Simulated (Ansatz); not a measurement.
Relaxation of ClF₂GeH₃O₂ (9 atoms, charge 0, multiplicity 1), to a largest force component of 0.03 eV/Å in at most 50 steps.

The calculation used Ansatz 0.2.0, RKS BLYP-D4/def2-SVP.

```xyz
9
Properties=species:S:1:pos:R:3
Ge -0.204 0.134 0.078
O 0.012 0.258 1.842
H -0.856 0.365 2.284
F 1.388 0.334 -0.585
F -1.165 1.481 -0.454
O -1.058 -1.312 -0.472
H -0.554 -2.101 -0.165
Cl 1.265 -2.744 1.220
H 0.940 -1.729 2.033
```

Where does it end, and by what steps?

The forces met the threshold. After 38 steps the energy has fallen by 0.124 eV; Cl8 moved furthest, 1.57 Å.

| step | energy less start (eV) | largest force component (eV/Å) | accepted |
| --- | --- | --- | --- |
| 0 | 0.0000 | 0.560 | yes |
| 2 | -0.0519 | 0.493 | yes |
| 4 | -0.0773 | 0.192 | yes |
| 6 | -0.0866 | 0.138 | yes |
| 8 | -0.0905 | 0.133 | yes |
| 10 | -0.0932 | 0.236 | yes |
| 12 | -0.0953 | 0.046 | yes |
| 14 | -0.0962 | 0.041 | yes |
| 16 | -0.0968 | 0.083 | yes |
| 18 | -0.0980 | 0.052 | yes |
| 20 | -0.0983 | 0.057 | yes |
| 22 | -0.1010 | 0.118 | yes |
| 24 | -0.1039 | 0.097 | yes |
| 26 | -0.1070 | 0.261 | yes |
| 28 | -0.1060 | 0.495 | no |
| 30 | -0.1168 | 0.089 | yes |
| 32 | -0.1204 | 0.098 | yes |
| 34 | -0.1219 | 0.054 | yes |
| 36 | -0.1238 | 0.066 | yes |
| 38 | -0.1242 | 0.026 | yes |

```xyz
9
Properties=species:S:1:pos:R:3
Ge -0.119 0.138 -0.050
O 0.585 -0.012 1.605
H 0.251 0.686 2.205
F 0.719 1.362 -0.951
F -1.741 0.746 0.156
O -0.004 -1.387 -0.908
H -0.104 -2.134 -0.266
Cl -0.117 -2.985 1.916
H 0.301 -1.730 2.074
```

Whether the end is a true minimum wasn't checked by a vibrational analysis.

Time of the run: 63 s on 4 threads of Arm Neoverse V1, with other jobs on the host, peak memory 0.18 GiB.
